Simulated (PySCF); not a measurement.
C₂H₉GeN₃ (SMILES C=[CH][Ge]([NH2])([NH2])[NH2]), singlet, geometry from GFN2-xTB, with bond 10-4 at 1.8 times its length; CASSCF(6,4)/STO-3G (PySCF).

The PySCF input:
```python
from pyscf import gto, scf, mcscf
import numpy

mol = gto.Mole()
mol.atom = '''
    C     2.429990   -0.937225    0.582296
    C     1.621679   -0.483397   -0.357948
    Ge   -0.235924    0.097608   -0.068009
    N    -0.654002   -0.126101    1.708739
    N    -1.316266   -0.894606   -1.149591
    N    -0.653212    1.816229   -0.581115
    H     2.105168   -1.028497    1.606241
    H     3.442907   -1.251329    0.374523
    H     1.979387   -0.415571   -1.377572
    H    -2.294747    0.520595    2.158198
    H     0.011330    0.264159    2.359924
    H    -1.336881   -1.881297   -0.935304
    H    -2.271036   -0.567648   -1.201608
    H    -0.050112    2.541627   -0.218609
    H    -0.711329    1.936989   -1.582059
'''
mol.basis = 'sto-3g'
mol.charge = 0
mol.spin = 0
mol.verbose = 4
mol.build()

mf = scf.RHF(mol)
mf.kernel()
mc = mcscf.CASSCF(mf, 4, 6)
mc.fix_spin_(ss=0.0)
mc.kernel()
occ = numpy.linalg.eigvalsh(mc.fcisolver.make_rdm1(mc.ci, mc.ncas, mc.nelecas))[::-1]
ss = mc.fcisolver.spin_square(mc.ci, mc.ncas, mc.nelecas)[0]
print('natural occupations', occ.round(4), ' <S^2>', round(ss, 4))
```

It wrote (shortened):

```
PySCF version 2.14.0

[INPUT] verbose = 4
[INPUT] num. atoms = 15
[INPUT] num. electrons = 74
[INPUT] charge = 0
[INPUT] spin (= nelec alpha-beta = 2S) = 0
[INPUT] symmetry False subgroup None
[INPUT] Mole.unit = angstrom
[INPUT] Symbol           X                Y                Z      unit          X                Y                Z       unit  Magmom
[...]
nuclear repulsion = 485.604222256523
number of shells = 32
number of NR pGTOs = 156
number of NR cGTOs = 52
basis = sto-3g
ecp = {}

******** <class 'pyscf.scf.hf.RHF'> ********
method = RHF
initial guess = minao
damping factor = 0
level_shift factor = 0
DIIS = <class 'pyscf.scf.diis.CDIIS'>
diis_start_cycle = 1
diis_space = 8
diis_damp = 0
SCF conv_tol = 1e-09
SCF conv_tol_grad = None
SCF max_cycles = 50
direct_scf = True
direct_scf_tol = 1e-13
Set gradient conv threshold to 3.16228e-05
Initial guess from minao.
init E= -2290.70044446056
[...]
cycle= 1 E= -2292.5654295357  delta_E= -1.86  |g|= 0.741  |ddm|= 4.79
[...]
cycle= 2 E= -2292.77316973452  delta_E= -0.208  |g|= 0.333  |ddm|= 1.57
[...]
cycle= 3 E= -2292.81292411665  delta_E= -0.0398  |g|= 0.0804  |ddm|= 0.561
[...]
cycle= 4 E= -2292.8158161748  delta_E= -0.00289  |g|= 0.0186  |ddm|= 0.137
[...]
cycle= 5 E= -2292.81608127707  delta_E= -0.000265  |g|= 0.00685  |ddm|= 0.0541
[...]
cycle= 6 E= -2292.81612620685  delta_E= -4.49e-05  |g|= 0.00284  |ddm|= 0.0228
[...]
cycle= 7 E= -2292.81613820854  delta_E= -1.2e-05  |g|= 0.00163  |ddm|= 0.0113
[...]
cycle= 8 E= -2292.81614312942  delta_E= -4.92e-06  |g|= 0.000773  |ddm|= 0.00801
[...]
cycle= 9 E= -2292.81614485824  delta_E= -1.73e-06  |g|= 0.00015  |ddm|= 0.00664
[...]
cycle= 10 E= -2292.81614490436  delta_E= -4.61e-08  |g|= 3.41e-05  |ddm|= 0.00109
[...]
cycle= 11 E= -2292.8161449054  delta_E= -1.04e-09  |g|= 8.58e-06  |ddm|= 0.000117
[...]
cycle= 12 E= -2292.81614490546  delta_E= -5.64e-11  |g|= 2.57e-06  |ddm|= 2.42e-05
[...]
Extra cycle  E= -2292.81614490546  delta_E= -3.64e-12  |g|= 1.18e-06  |ddm|= 5.56e-06
converged SCF energy = -2292.81614490546

******** <class 'pyscf.mcscf.mc1step.CASSCF'> ********
CAS (3e+3e, 4o), ncore = 34, nvir = 14
max_cycle_macro = 50
max_cycle_micro = 4
conv_tol = 1e-07
conv_tol_grad = None
orbital rotation max_stepsize = 0.02
orbital rotation threshold for CI restart = 0.01
augmented hessian ah_max_cycle = 30
augmented hessian ah_conv_tol = 1e-12
augmented hessian ah_linear dependence = 1e-14
augmented hessian ah_level shift = 1e-08
augmented hessian ah_start_tol = 2.5
augmented hessian ah_start_cycle = 3
augmented hessian ah_grad_trust_region = 3
kf_trust_region = 3
kf_interval = 4
ci_response_space = 4
ci_grad_trust_region = 3
with_dep4 0
natorb = False
canonicalization = True
sorting_mo_energy = False
ao2mo_level = 2
internal_rotation = False
******** <class 'pyscf.fci.addons.SpinPenaltyFCISolver'> ********
max. cycles = 50
conv_tol = 1e-08
davidson only = True
linear dependence = 1e-12
level shift = 0.001
max iter space = 12
nroots = 1
pspace_size = 400
spin = None
CASCI E = -2292.85609136775  S^2 = 0.0000000
Set conv_tol_grad to 0.000316228
macro iter   1 ( 21 JK    4 micro), CASSCF E = -2292.90610193709  dE = -5.00105693e-02  S^2 = 0.0000000
               |grad[o]|=0.0992  |grad[c]|=0.0672  |ddm|=0.117  |maxRot[o]|=0.274
macro iter   2 ( 21 JK    4 micro), CASSCF E = -2292.91108126029  dE = -4.97932320e-03  S^2 = 0.0000000
               |grad[o]|=0.0419  |grad[c]|=0.00831  |ddm|=0.0488  |maxRot[o]|=0.158
macro iter   3 ( 21 JK    4 micro), CASSCF E = -2292.91124007541  dE = -1.58815119e-04  S^2 = 0.0000000
               |grad[o]|=0.0137  |grad[c]|=0.00395  |ddm|=0.0222  |maxRot[o]|=0.279
macro iter   4 ( 21 JK    4 micro), CASSCF E = -2292.91146292745  dE = -2.22852046e-04  S^2 = 0.0000000
               |grad[o]|=0.0156  |grad[c]|=0.0258  |ddm|=0.0149  |maxRot[o]|= 0.27
macro iter   5 ( 21 JK    4 micro), CASSCF E = -2292.91150829756  dE = -4.53701118e-05  S^2 = 0.0000000
               |grad[o]|=0.0121  |grad[c]|=0.063  |ddm|=0.00256  |maxRot[o]|=0.313
macro iter   6 ( 11 JK    3 micro), CASSCF E = -2292.91161789092  dE = -1.09593354e-04  S^2 = 0.0000000
               |grad[o]|=0.0155  |grad[c]|=0.00916  |ddm|=0.00534  |maxRot[o]|=0.0695
macro iter   7 (  7 JK    2 micro), CASSCF E = -2292.91167140825  dE = -5.35173322e-05  S^2 = 0.0000000
               |grad[o]|=0.00535  |grad[c]|=0.00585  |ddm|=0.00183  |maxRot[o]|=0.0692
macro iter   8 (  7 JK    2 micro), CASSCF E = -2292.91171131794  dE = -3.99096866e-05  S^2 = 0.0000000
               |grad[o]|=0.00309  |grad[c]|=0.00889  |ddm|=0.00178  |maxRot[o]|=0.0698
macro iter   9 (  7 JK    2 micro), CASSCF E = -2292.91172194518  dE = -1.06272396e-05  S^2 = 0.0000000
               |grad[o]|=0.00146  |grad[c]|=0.00576  |ddm|=0.000772  |maxRot[o]|=0.0458
macro iter  10 (  7 JK    2 micro), CASSCF E = -2292.91172841830  dE = -6.47312527e-06  S^2 = 0.0000000
               |grad[o]|=0.00118  |grad[c]|=0.00572  |ddm|=0.000392  |maxRot[o]|=0.0698
macro iter  11 (  7 JK    2 micro), CASSCF E = -2292.91173516016  dE = -6.74185594e-06  S^2 = 0.0000000
               |grad[o]|=0.00121  |grad[c]|=0.00446  |ddm|=0.000308  |maxRot[o]|=0.0699
macro iter  12 (  7 JK    2 micro), CASSCF E = -2292.91173969097  dE = -4.53081202e-06  S^2 = 0.0000000
               |grad[o]|=0.000631  |grad[c]|=0.00465  |ddm|=0.000278  |maxRot[o]|=0.0699
macro iter  13 (  7 JK    2 micro), CASSCF E = -2292.91174299596  dE = -3.30498460e-06  S^2 = 0.0000000
               |grad[o]|=0.00068  |grad[c]|=0.00483  |ddm|=0.000199  |maxRot[o]|=0.0699
macro iter  14 (  7 JK    2 micro), CASSCF E = -2292.91174556748  dE = -2.57152396e-06  S^2 = 0.0000000
               |grad[o]|=0.000312  |grad[c]|=0.00501  |ddm|=6.97e-05  |maxRot[o]|=0.0699
macro iter  15 (  7 JK    2 micro), CASSCF E = -2292.91174803652  dE = -2.46903619e-06  S^2 = 0.0000000
               |grad[o]|=0.000324  |grad[c]|=0.00505  |ddm|=5.74e-05  |maxRot[o]|=0.0699
[...]
macro iter  18 (  7 JK    2 micro), CASSCF E = -2292.91175785693  dE = -3.88431226e-06  S^2 = 0.0000000
               |grad[o]|=0.000414  |grad[c]|=0.00493  |ddm|=8.5e-05  |maxRot[o]|=0.0699
macro iter  19 (  7 JK    2 micro), CASSCF E = -2292.91176239279  dE = -4.53586154e-06  S^2 = 0.0000000
               |grad[o]|=0.000404  |grad[c]|=0.00492  |ddm|=9.11e-05  |maxRot[o]|=0.0699
macro iter  20 (  7 JK    2 micro), CASSCF E = -2292.91176812023  dE = -5.72743875e-06  S^2 = 0.0000000
               |grad[o]|=0.00054  |grad[c]|=0.00506  |ddm|=0.00011  |maxRot[o]|=0.0699
macro iter  21 (  7 JK    2 micro), CASSCF E = -2292.91177487487  dE = -6.75463616e-06  S^2 = 0.0000000
               |grad[o]|=0.00052  |grad[c]|=0.00522  |ddm|=0.000205  |maxRot[o]|=0.0699
macro iter  22 (  7 JK    2 micro), CASSCF E = -2292.91178347638  dE = -8.60151113e-06  S^2 = 0.0000000
               |grad[o]|=0.000674  |grad[c]|=0.00564  |ddm|=0.00025  |maxRot[o]|=0.0699
macro iter  23 (  7 JK    2 micro), CASSCF E = -2292.91179349011  dE = -1.00137245e-05  S^2 = 0.0000000
               |grad[o]|=0.000661  |grad[c]|=0.00606  |ddm|=0.000397  |maxRot[o]|=0.0699
macro iter  24 (  7 JK    2 micro), CASSCF E = -2292.91180590732  dE = -1.24172157e-05  S^2 = 0.0000000
               |grad[o]|=0.000844  |grad[c]|=0.00699  |ddm|=0.000467  |maxRot[o]|=0.0699
macro iter  25 (  7 JK    2 micro), CASSCF E = -2292.91181880883  dE = -1.29015129e-05  S^2 = 0.0000000
               |grad[o]|=0.000777  |grad[c]|=0.008  |ddm|=0.000767  |maxRot[o]|=0.0699
macro iter  26 (  6 JK    2 micro), CASSCF E = -2292.91182768342  dE = -8.87459100e-06  S^2 = 0.0000000
               |grad[o]|=0.000921  |grad[c]|=0.00569  |ddm|=0.000551  |maxRot[o]|=0.0499
macro iter  27 ( 12 JK    3 micro), CASSCF E = -2292.91182151343  dE =  6.16999660e-06  S^2 = 0.0000000
               |grad[o]|=0.000353  |grad[c]|=0.00724  |ddm|=0.000895  |maxRot[o]|=0.0576
macro iter  28 ( 21 JK    4 micro), CASSCF E = -2292.91182625310  dE = -4.73967521e-06  S^2 = 0.0000000
               |grad[o]|=0.000756  |grad[c]|=0.00699  |ddm|=0.000253  |maxRot[o]|=0.0839
macro iter  29 ( 21 JK    4 micro), CASSCF E = -2292.91182667767  dE = -4.24567133e-07  S^2 = 0.0000000
               |grad[o]|=0.000569  |grad[c]|=0.00116  |ddm|=0.000305  |maxRot[o]|=0.0307
macro iter  30 (  7 JK    2 micro), CASSCF E = -2292.91182975987  dE = -3.08219978e-06  S^2 = 0.0000000
               |grad[o]|=0.000497  |grad[c]|=0.00224  |ddm|=0.000148  |maxRot[o]|=0.0397
macro iter  31 (  9 JK    2 micro), CASSCF E = -2292.91182918009  dE =  5.79783318e-07  S^2 = 0.0000000
               |grad[o]|=0.000333  |grad[c]|=0.000158  |ddm|=7.5e-05  |maxRot[o]|=0.00556
macro iter  32 ( 21 JK    4 micro), CASSCF E = -2292.91182546171  dE =  3.71837496e-06  S^2 = 0.0000000
               |grad[o]|=0.000431  |grad[c]|=0.000867  |ddm|=0.000172  |maxRot[o]|=0.0416
macro iter  33 ( 25 JK    4 micro), CASSCF E = -2292.91182672739  dE = -1.26567647e-06  S^2 = 0.0000000
               |grad[o]|=0.000531  |grad[c]|=0.000211  |ddm|=5.83e-05  |maxRot[o]|=0.0217
macro iter  34 ( 21 JK    4 micro), CASSCF E = -2292.91182948928  dE = -2.76189303e-06  S^2 = 0.0000000
               |grad[o]|=0.000341  |grad[c]|=0.000121  |ddm|=7.18e-05  |maxRot[o]|=0.0185
macro iter  35 ( 12 JK    3 micro), CASSCF E = -2292.91182641880  dE =  3.07047912e-06  S^2 = 0.0000000
               |grad[o]|=0.000221  |grad[c]|=0.00232  |ddm|=0.00014  |maxRot[o]|=0.0245
macro iter  36 ( 21 JK    4 micro), CASSCF E = -2292.91182632174  dE =  9.70580913e-08  S^2 = 0.0000000
               |grad[o]|=0.000554  |grad[c]|=0.000443  |ddm|=0.000144  |maxRot[o]|=0.0263
macro iter  37 ( 25 JK    4 micro), CASSCF E = -2292.91182726564  dE = -9.43898158e-07  S^2 = 0.0000000
               |grad[o]|=0.000258  |grad[c]|=0.000114  |ddm|=3.99e-05  |maxRot[o]|=0.00622
macro iter  38 (  7 JK    2 micro), CASSCF E = -2292.91182927488  dE = -2.00924251e-06  S^2 = 0.0000000
               |grad[o]|=0.000167  |grad[c]|=0.000459  |ddm|=4.82e-05  |maxRot[o]|=0.0151
macro iter  39 (  4 JK    1 micro), CASSCF E = -2292.91182997752  dE = -7.02631496e-07  S^2 = 0.0000000
               |grad[o]|=0.00012  |grad[c]|=0.000213  |ddm|=4.18e-05  |maxRot[o]|=0.00934
macro iter  40 ( 12 JK    3 micro), CASSCF E = -2292.91182515773  dE =  4.81979077e-06  S^2 = 0.0000000
               |grad[o]|=0.00023  |grad[c]|=0.00245  |ddm|=0.000218  |maxRot[o]|=0.0291
macro iter  41 ( 21 JK    4 micro), CASSCF E = -2292.91182520603  dE = -4.83087206e-08  S^2 = 0.0000000
               |grad[o]|=0.000591  |grad[c]|=0.000548  |ddm|=0.000216  |maxRot[o]|=0.0409
macro iter  42 ( 25 JK    4 micro), CASSCF E = -2292.91182607238  dE = -8.66349183e-07  S^2 = 0.0000000
               |grad[o]|=0.000273  |grad[c]|=0.0001  |ddm|=2.39e-05  |maxRot[o]|=0.00718
macro iter  43 (  7 JK    2 micro), CASSCF E = -2292.91182858783  dE = -2.51544725e-06  S^2 = 0.0000000
               |grad[o]|=0.000182  |grad[c]|=0.000504  |ddm|=7.24e-05  |maxRot[o]|=0.0174
macro iter  44 (  6 JK    1 micro), CASSCF E = -2292.91183045135  dE = -1.86351463e-06  S^2 = 0.0000000
               |grad[o]|=0.00014  |grad[c]|=0.00179  |ddm|=0.000161  |maxRot[o]|=0.0325
macro iter  45 (  7 JK    1 micro), CASSCF E = -2292.91183056024  dE = -1.08892436e-07  S^2 = 0.0000000
               |grad[o]|=0.000103  |grad[c]|=7.98e-05  |ddm|=4.58e-05  |maxRot[o]|=0.00489
macro iter  46 (  7 JK    1 micro), CASSCF E = -2292.91183060315  dE = -4.29072315e-08  S^2 = 0.0000000
               |grad[o]|=0.000101  |grad[c]|=5.49e-05  |ddm|=3.65e-05  |maxRot[o]|=0.00483
1-step CASSCF converged in  46 macro (546 JK 120 micro) steps
CASSCF canonicalization
Density matrix diagonal elements [1.98673988 1.994002   1.70538699 0.31387113]
CASSCF energy = -2292.91183060315
CASCI E = -2292.91183060315  E(CI) = -10.5829686757515  S^2 = 0.0000000
natural occupations [1.9997 1.9993 1.6945 0.3065]  <S^2> 0.0
```
